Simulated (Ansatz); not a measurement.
ClH3InN, SMILES `[NH2][InH][Cl]`. The species carries charge 0 and has multiplicity 1. In: def2 effective core potential.

Z-matrix (Å, degrees):
```
N
In 1 1.995
H 1 1.008 2 118.5
H 1 1.007 2 121.6 3 -144.3
Cl 2 2.339 1 109.2 3 -17.1
H 2 1.693 1 131.5 3 168.1
```

(1) List the harmonic frequencies (cm⁻¹, unscaled) at PBE0-D4/def2-TZVP in Ansatz. (Estimate.)

(2) Is this a minimum?

(3) Give the ideal-gas thermochemistry at 298.15 K and 1 bar (rigid rotor, harmonic oscillator; point group C1, symmetry number 1).

(4) And at 400, 500, 600, 800 and 1000 K?

(5) Rotational constants (cm⁻¹)?

## Answers

(1) Ansatz gave: 118, 272, 320, 350, 434, 453, 637, 750, 1546, 1907, 3590, 3700.

(2) Yes, all 12 modes are real.

(3) Zero-point energy 84.2 kJ/mol; H(298) − E = 101.2 kJ/mol; entropy 321.4 J/(mol·K), of which translation 172.7, rotation 109.0, vibration 39.7; G(298) − E = 5.4 kJ/mol.

(4) 
```json
{"T (K)": "400", "H − E (kJ/mol)": "109.9", "S (J/mol/K)": "346.4", "G − E (kJ/mol)": "-28.7"}
{"T (K)": "500", "H − E (kJ/mol)": "119.1", "S (J/mol/K)": "366.9", "G − E (kJ/mol)": "-64.4"}
{"T (K)": "600", "H − E (kJ/mol)": "128.7", "S (J/mol/K)": "384.5", "G − E (kJ/mol)": "-102.0"}
{"T (K)": "800", "H − E (kJ/mol)": "149.1", "S (J/mol/K)": "413.8", "G − E (kJ/mol)": "-181.9"}
{"T (K)": "1000", "H − E (kJ/mol)": "170.7", "S (J/mol/K)": "437.8", "G − E (kJ/mol)": "-267.1"}
```

(5) 0.3385, 0.09292, 0.07299.
